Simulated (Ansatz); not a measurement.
`[OH][Al]([Br])[O][SiH3]` + H₂ → `[SiH3][O][AlH][Br]` + H₂O at 500 K and 1 bar (hydrogenolysis of the Al–O bond).

Gas-phase electronic energies from Ansatz, PBE0-D4/def2-TZVP geometries. CCSD(T)/CBS adds triple-zeta CCSD(T) − MP2 to the extrapolated MP2 energy (def2 sets, frozen cores). This one scheme is used for every species. For Br outer-core shells are correlated without core-valence functions, which leaves a few kJ/mol of doubt a bond. Scalar relativity is left out up to krypton. One conformer a species, not always the lowest.

```json
{"species": "`[OH][Al]([Br])[O][SiH3]`", "CCSD(T)/CBS energy (Eh)": "-3257.40041", "H − E (kJ/mol)": "169.6", "S (J/(mol·K))": "474.0"}
{"species": "H₂", "CCSD(T)/CBS energy (Eh)": "-1.17544", "H − E (kJ/mol)": "41.0", "S (J/(mol·K))": "145.5"}
{"species": "`[SiH3][O][AlH][Br]`", "CCSD(T)/CBS energy (Eh)": "-3182.15432", "H − E (kJ/mol)": "143.5", "S (J/(mol·K))": "438.5"}
{"species": "H₂O", "CCSD(T)/CBS energy (Eh)": "-76.37941", "H − E (kJ/mol)": "73.2", "S (J/(mol·K))": "206.3"}
```

H − E and S are ideal-gas, rigid-rotor, harmonic terms from PBE0-D4/def2-TZVP, for one conformer and one mirror image of each species. The MP2-based limit puts H₂ 0.8 mEh under its directly extrapolated value; such offsets cancel only in part. 1 Eh = 2625.50 kJ/mol, R = 8.31446 J/(mol·K).

Q: By hand: ΔE, ΔH, ΔS and ΔG.

A: ΔE = (-3182.15432) + (-76.37941) − (-3257.40041) − (-1.17544) = 0.04212 Eh = 110.6 kJ/mol. Δ(H − E) = 143.5 + 73.2 − 169.6 − 41.0 = 6.1, so ΔH = 116.7 kJ/mol. ΔS = 438.5 + 206.3 − 474.0 − 145.5 = 25.3 J/(mol·K). ΔG = 116.7 − 500 × (25.3)/1000 = 104.0 kJ/mol.

Q: By hand: the equilibrium constant, and the temperature at which ΔG would vanish if ΔH and ΔS stayed fixed.

A: log₁₀ K = −ΔG/(RT ln 10) = -10.9. ΔG = 0 at ΔH/ΔS = 4613 K, far beyond where these terms or the molecules hold.

ΔH outweighs TΔS. A doubt of 5 kJ/mol in ΔE shifts log₁₀ K by 0.5 here. Other conformers and mirror images would add mixing entropy, several J/(mol·K) or more a flexible species. Modes under 60 cm⁻¹, often nearly free rotors, make the harmonic entropy too high. These are equilibria of isolated gas molecules and say nothing of rates. Largest T1 diagnostic: 0.010 (customary marks: 0.02 for closed shells, 0.045 for open ones).
